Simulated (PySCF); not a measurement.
F2HfI2, multiplicity 1. Atoms are numbered in the order given.

```xyz
5

Hf     0.0000     0.0000     0.7390
F      0.0000    -1.5457     1.8423
F      0.0000     1.5457     1.8423
I     -2.2271     0.0000    -0.8148
I      2.2271     0.0000    -0.8148
```
Charge 0, spin multiplicity 1.

Coordinates come from a B3LYP-D3(BJ)/def2-SVP optimisation. The multiplicity is an assumed one; no other spin state was optimised. The structure was generated by enumeration; whether it is a known compound was not checked. The def2 effective core potentials stand for the cores of Hf, I; spin–orbit coupling is left out.

These are TDA-PBE/def2-SVPD run with PySCF values and carry that method's errors.

Vertical excitations.  State labels are in the subgroup C2v.

```json
[
 {"state": "S1", "symmetry": "A2", "energy (eV)": "4.19", "λ (nm)": "296", "f": "0.000", "main pairs": "HOMO−1→LUMO 100 %"},
 {"state": "S2", "symmetry": "B2", "energy (eV)": "4.20", "λ (nm)": "295", "f": "0.000", "main pairs": "HOMO−2→LUMO 60 %, HOMO→LUMO+1 40 %"},
 {"state": "S3", "symmetry": "B1", "energy (eV)": "4.25", "λ (nm)": "292", "f": "0.047", "main pairs": "HOMO→LUMO 73 %, HOMO−2→LUMO+1 24 %"},
 {"state": "S4", "symmetry": "B2", "energy (eV)": "4.27", "λ (nm)": "290", "f": "0.001", "main pairs": "HOMO→LUMO+1 60 %, HOMO−2→LUMO 40 %"},
 {"state": "S5", "symmetry": "A1", "energy (eV)": "4.54", "λ (nm)": "273", "f": "0.002", "main pairs": "HOMO−1→LUMO+1 70 %, HOMO−3→LUMO 25 %"},
 {"state": "S6", "symmetry": "A1", "energy (eV)": "4.70", "λ (nm)": "264", "f": "0.002", "main pairs": "HOMO→LUMO+2 73 %, HOMO−3→LUMO 25 %"},
 {"state": "S7", "symmetry": "B1", "energy (eV)": "4.73", "λ (nm)": "262", "f": "0.094", "main pairs": "HOMO−2→LUMO+1 66 %, HOMO→LUMO 15 %"},
 {"state": "S8", "symmetry": "A2", "energy (eV)": "4.82", "λ (nm)": "257", "f": "0.000", "main pairs": "HOMO−3→LUMO+1 99 %"},
 {"state": "S9", "symmetry": "B2", "energy (eV)": "4.90", "λ (nm)": "253", "f": "0.002", "main pairs": "HOMO−1→LUMO+2 98 %"},
 {"state": "S10", "symmetry": "A2", "energy (eV)": "4.93", "λ (nm)": "252", "f": "0.000", "main pairs": "HOMO−2→LUMO+2 98 %"},
 {"state": "T1", "symmetry": "B1", "energy (eV)": "3.75", "λ (nm)": "330", "f": "0", "main pairs": "HOMO→LUMO 99 %"},
 {"state": "T2", "symmetry": "A2", "energy (eV)": "4.04", "λ (nm)": "307", "f": "0", "main pairs": "HOMO−1→LUMO 98 %"},
 {"state": "T3", "symmetry": "B2", "energy (eV)": "4.07", "λ (nm)": "304", "f": "0", "main pairs": "HOMO−2→LUMO 76 %, HOMO→LUMO+1 23 %"},
 {"state": "T4", "symmetry": "A1", "energy (eV)": "4.14", "λ (nm)": "299", "f": "0", "main pairs": "HOMO−3→LUMO 60 %, HOMO−1→LUMO+1 35 %"}
]
```
Triplets are in the Tamm–Dancoff approximation.
